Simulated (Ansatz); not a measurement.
Geometry optimisation, RKS LDA/def2-SVP (Ansatz).

Input file:

```yaml
crystal:
  periodic: [false, false, false]
  atoms:
    - { symbol: C, position_ang: [-1.4527, 0.7063, 0.1874] }
    - { symbol: C, position_ang: [-0.4621, -0.2489, 0.6343] }
    - { symbol: O, position_ang: [-0.3555, -1.3383, -0.3126] }
    - { symbol: C, position_ang: [0.9234, -0.8969, -1.0229] }
    - { symbol: Si, position_ang: [1.344, 0.1901, 0.3748] }
    - { symbol: H, position_ang: [-1.5116, 1.6505, 0.8222] }
    - { symbol: H, position_ang: [-1.3125, 1.0898, -0.8507] }
    - { symbol: H, position_ang: [-2.4612, 0.3199, 0.2136] }
    - { symbol: H, position_ang: [-0.6632, -0.6052, 1.6843] }
    - { symbol: H, position_ang: [-0.76795, -1.9993, -0.92339] }
    - { symbol: H, position_ang: [1.5154, -1.7405, -1.2037] }
    - { symbol: H, position_ang: [2.3006, -0.3969, 1.3974] }
    - { symbol: H, position_ang: [1.5686, 1.6456, 0.0244] }
basis:
  gaussian: { orbitals: def2-SVP }
hamiltonian:
  xc: lda
relax:
  f_tol: 0.02
  max_steps: 50
```

Command:

```bash
$ ansatz run input.yaml --threads 2 --pin off --max-ram 3072MiB --backend cpu --events-out ev --progress --plain --runs-dir out
```

Where does it end, and by what steps?

The run converged. After 10 steps the energy has fallen by 1.201 eV; H10 moved furthest, 0.72 Å.

```
step  energy less start (eV)  largest force component (eV/Å)  accepted
   0                  0.0000                           2.471       yes
   1                 -0.6464                           1.535       yes
   2                 -0.9697                           1.458       yes
   3                 -1.1251                           0.607       yes
   4                 -1.1630                           0.995       yes
   5                 -1.1910                           0.164       yes
   6                 -1.1973                           0.136       yes
   7                 -1.2000                           0.065       yes
   8                 -1.2008                           0.045       yes
   9                 -1.2010                           0.033       yes
  10                 -1.2011                           0.012       yes
```

```xyz
13
Properties=species:S:1:pos:R:3
C -1.505 0.646 0.201
C -0.423 -0.277 0.659
O -0.315 -1.426 -0.289
C 1.020 -1.003 -1.033
Si 1.426 0.171 0.308
H -1.553 1.532 0.869
H -1.279 1.023 -0.823
H -2.517 0.175 0.214
H -0.639 -0.732 1.649
H -1.022 -1.332 -0.967
H 1.539 -1.952 -1.274
H 2.235 -0.059 1.583
H 1.697 1.610 -0.072
```

Whether the end is a true minimum wasn't checked by a vibrational analysis.

Time of the run: 13 s on 2 threads of Intel(R) Xeon(R) Platinum 8488C (Sapphire Rapids), on a shared host, peak memory 0.16 GiB.
